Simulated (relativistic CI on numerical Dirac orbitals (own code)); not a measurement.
Computed by Dirac-Coulomb-Breit CI, orbitals from a KLI potential per configuration, model QED (radiative potential, 1s self-energy scaled to tabulated hydrogen-like ionisation energies), valence Slater integrals scaled by 0.85, P86 correlation estimate, and configurations built on the next ion tied to the tabulated ionisation energy (semi-empirical) (own radial code, finite nucleus).

Configuration list (outside the closed core [Ne]): 3s2 3p6 3d2, 3s2 3p6 3d 4s, 3s2 3p6 3d 4p, 3s2 3p6 3d 4d, 3s2 3p6 3d 5s, 3s2 3p6 3d 4f, 3s2 3p5 3d3, 3s2 3p6 4s2, 3s2 3p6 3d 5p, 3s2 3p6 4s 4p, 3s2 3p6 3d 5d, 3s2 3p6 3d 5f, 3s2 3p6 3d 5g, 3s2 3p4 3d4, 3s2 3p6 4p2, 3s2 3p6 4s 4d, 3s 3p6 3d3, 3s2 3p6 4p 4d. Levels of other configurations are missing.

Configurations that consist of the next ion and one excited electron were tied to the tabulated ionisation energy; Rydberg ones are usually within 1,000 to 3,000 cm⁻¹ and the lowest ones within about 6,000 (9,000 in d shells), while levels on excited terms of the next ion carry the error of that term, and the other configurations can be misplaced by 10,000 cm⁻¹ or more. Rates follow the energies as ν³ (E1, M1) or ν⁵ (E2), so rates, branching and lifetimes can be off by large factors. The fine structure of a lone outer electron comes out too small, for d and f at times inverted, and misplaced configurations move strength between like terms. 65 of the 66 excited levels that our extract of the measured tables holds in this range could be paired (the sources list more); they are missed by 2165 cm⁻¹ on average and 4441 at most, and levels without a partner can miss by more. Some levels of the ground configuration have no partner and can miss by 10 % or more.

Outline of the computed level scheme of V IV. Lowest level of each configuration: 3s2 3p6 3d2 3F_2 at 0.0000 eV; 3s2 3p6 3d 4s 3D_1 at 12.4775 eV; 3s2 3p6 3d 4p 1D°_2 at 18.3904 eV; 3s2 3p6 3d 4d 1F_3 at 27.0522 eV; 3s2 3p6 3d 5s 3D_1 at 29.4506 eV.

Some strong electric-dipole decays among the lowest 45 levels: 3s2 3p6 3d 4p 1F°_3 → 3s2 3p6 3d2 1G_4 (3.2e+09 s⁻¹); 3s2 3p6 3d 4d 1G_4 → 3s2 3p6 3d 4p 1F°_3 (2.6e+09 s⁻¹); 3s2 3p6 3d 4p 3D°_1 → 3s2 3p6 3d2 3F_2 (2.6e+09 s⁻¹); 3s2 3p6 3d 4d 3G_5 → 3s2 3p6 3d 4p 3F°_4 (2.1e+09 s⁻¹); 3s2 3p6 3d 4p 3D°_3 → 3s2 3p6 3d2 3F_4 (2.1e+09 s⁻¹); 3s2 3p6 3d 4p 3D°_2 → 3s2 3p6 3d2 3F_3 (2.1e+09 s⁻¹); 3s2 3p6 3d 4d 3G_4 → 3s2 3p6 3d 4p 3F°_3 (2.0e+09 s⁻¹); 3s2 3p6 3d 4p 3P°_0 → 3s2 3p6 3d2 3P_1 (2.0e+09 s⁻¹).

Rates of lines that live on the mixing of spin multiplicities can be off by large factors.
